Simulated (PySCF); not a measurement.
A geometry optimisation on `[AsH3+][GaH2-][CH3]`.

Method: PBE0-D3(BJ)/def2-SVP geometry optimisation, gas phase (PySCF 2.14.0). Start geometry: GFN2-xTB. A driver script takes a list of jobs; this job's settings line and coordinates (Å) are shown.

Command:
```bash
OMP_NUM_THREADS=1 python probes_run.py task.json out
```

Input:
```
{"job": {"xc": "PBE0", "basis": "def2-SVP", "d3": "d3bj", "grid": 1, "shake": 0.01, "kind": "geom"}, "charge": 0, "multiplicity": 1}
C     -1.909390     0.511680     0.154800
Ga    -0.661470    -0.908950    -0.449860
As     1.851790     0.286690    -0.141780
H     -2.928510     0.349700    -0.165320
H     -1.645080     1.502490    -0.276930
H     -1.937190     0.637550     1.240350
H     -0.427170    -1.305030    -1.951810
H     -0.074330    -1.985480     0.548380
H      1.948690     0.552900     1.353600
H      2.790710    -0.871750     0.026620
H      3.030050     1.204380    -0.353710
```

Q: Give the output.

A: 
```
step   0  E = -4202.48071078  max force = 0.015174
step   1  E = -4202.48695586  max force = 0.005650
step   2  E = -4202.48767100  max force = 0.003946
step   3  E = -4202.48853133  max force = 0.002904
step   4  E = -4202.48912992  max force = 0.003121
step   5  E = -4202.48949419  max force = 0.002722
step   6  E = -4202.48974099  max force = 0.002718
step   7  E = -4202.48986805  max force = 0.001496
step   8  E = -4202.48993724  max force = 0.000948
step   9  E = -4202.48996929  max force = 0.000665
step  10  E = -4202.48998674  max force = 0.000441
step  11  E = -4202.49000112  max force = 0.000487
step  12  E = -4202.49002284  max force = 0.000569
step  13  E = -4202.49004524  max force = 0.000700
step  14  E = -4202.49006943  max force = 0.000697
step  15  E = -4202.49008381  max force = 0.000448
optimisation converged
```

Energies in Eh; «max force» is the largest Cartesian gradient component in Eh/bohr.

Q: How much energy does the optimisation release, in eV?

A: E(step 0) − E(last step) = 0.009373 Eh, which is 0.255 eV.

Q: Give the first gradient maximum in eV/Å.

A: With 1 Eh/bohr = 51.422 eV/Å, 0.780 eV/Å.

Main results: final energy -4202.49008 Eh after 15 steps; dipole 3.42 D.

Q: Where do the atoms end?

A: 0.352 Å rms from the input after alignment:
```
atom  x, y, z in Å
C1    -1.7888    0.5119    0.0828
Ga2   -0.5778   -0.9696   -0.4417
As3    1.7811    0.1268    0.1818
H4    -2.8306    0.2093   -0.1151
H5    -1.6003    1.4262   -0.5008
H6    -1.7164    0.7558    1.1537
H7    -0.2232   -1.1754   -1.9698
H8    -0.3931   -2.2034    0.5325
H9     2.1013    0.5357    1.6032
H10    3.0511   -0.6556   -0.0674
H11    2.2355    1.4131   -0.4748
```

Q: Estimate the wall time. Hardware: one thread of an Arm Neoverse V1, no GPU, shared host with 32 logical CPUs at a one-minute load of 32. And the peak memory of the process?

A: About 1.7 min, with 0.49 GiB resident at the peak, the Python interpreter and its libraries included.
Labels such as C1 count atoms from 1, the log's own numbers from 0.
